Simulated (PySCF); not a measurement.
## A survey of $^{17}$O NMR shifts

PySCF calculation with shielding tensors at PBE0/pcSseg-1 (GIAO) and coordinates at the GFN2-xTB level; gas phase, non-relativistic Hamiltonian, rapidly exchanging positions averaged, one computed conformer.

Shieldings were converted by a linear fit to measured shifts: $^{17}$O: δ = 266.70 − 0.911σ (rms 10.7 ppm, 155 shifts, 12.2 ppm with the 3 outliers that the fit left out vs liquid water, solution or neat liquid). Occasional misses reach two or three times the rms, and more in compound classes unlike the fitted ones.

**Question.** Give the $^{17}$O shifts of `C=C(O[SiH2]O)C(=O)O`, `Cc1nn(C)nc1C=O`, `CC(=O)c1nncn1C`, `CC(=O)c1cn(C)nn1`, `CC(=O)c1cn(C)nn1`.

**Answer.** 
```tsv
compound	environment	δ (ppm)
[CH2:1]=[C:2]([O:3][SiH2:4][OH:5])[C:6](=[O:7])[OH:8]	O7: carbonyl oxygen	323.2
[CH2:1]=[C:2]([O:3][SiH2:4][OH:5])[C:6](=[O:7])[OH:8]	O8: acid hydroxyl oxygen	137.2
[CH2:1]=[C:2]([O:3][SiH2:4][OH:5])[C:6](=[O:7])[OH:8]	O3: oxygen bonded to C, Si	88.5
[CH2:1]=[C:2]([O:3][SiH2:4][OH:5])[C:6](=[O:7])[OH:8]	O5: oxygen bonded to Si, H	20.1
Cc1nn(C)nc1C=O	aldehyde oxygen	566.8
CC(=O)c1nncn1C	ketone oxygen	542.5
CC(=O)c1cn(C)nn1	ketone oxygen	541.8
CC(=O)c1cn(C)nn1	ketone oxygen	541.8
```

**Question.** Match the shifts 593.8, 542.5, 430.5, 334.0, 293.5, 14.1 ppm to `C=CC[SiH2]O/C=C/F`, `O=Cc1cpccn1`, `CCC(=O)N(C)C`, `CC(=O)c1nncn1C`, `Cc1oc(C#N)cp1`, `CC(=O)n1cc(C)nn1`.

**Answer.** 593.8: O=Cc1cpccn1 (aldehyde oxygen); 542.5: CC(=O)c1nncn1C (ketone oxygen); 430.5: CC(=O)n1cc(C)nn1 (amide-type carbonyl oxygen); 334.0: CCC(=O)N(C)C (amide-type carbonyl oxygen); 293.5: Cc1oc(C#N)cp1 (aromatic ring oxygen); 14.1: C=CC[SiH2]O/C=C/F (oxygen bonded to C, Si).

In solution the two oxygens of a carboxylic acid give one averaged line by proton exchange, and hydrogen bonding shields acid and N–H amide carbonyl oxygens by tens of ppm; neither is in these numbers.
